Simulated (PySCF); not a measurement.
How the method changes the constants of SrC

State: triplet, unpaired electrons π ↑↑. Set-up: PySCF, scalar-relativistic core potentials, basis sets Sr def2-SVPD with ECP28, C def2-SVPD. De refers to Sr + C in their high-spin ground configurations, without counterpoise correction. The functionals are run spin-unrestricted. A positive dipole means Sr(−)C(+). Levels whose curve was spin-contaminated or gave no clean fit are not listed.

```csv
Level,Re (Å),ωe (cm⁻¹),De (eV),μ (D),"CPU s a point (SCF and correlation, without the integrals)"
ROHF-MP2,2.388,478,1.48,n/a,0.32
ROHF-SCS-MP2,2.407,462,1.31,n/a,n/a
ROHF-CCSD,2.479,435,1.95,n/a,n/a
ROHF-CCSD(T),2.478,432,2.05,n/a,7.6
```

The bond length runs from 2.388 Å (ROHF-MP2) to 2.479 Å (ROHF-CCSD). De spans 1.31 eV (ROHF-SCS-MP2, perturbation theory) to 2.05 eV (ROHF-CCSD(T), coupled cluster).

Correlated steps freeze 1 core orbital. Correlated levels converge slowly with the basis: in double zeta they bind strong bonds too weakly, by up to about 1 eV, and carry superposition errors of some tenths. Spin–orbit coupling is left out. The CCSD T1 diagnostic is raised, a sign that a single reference may not be enough here. The state was picked by a PBE0 search and need not be the measured ground state.

The whole job (state search and all levels along the bond) took about 2.6 min on 1 thread of Arm Neoverse V1 (shared host), peak memory 0.55 GiB.
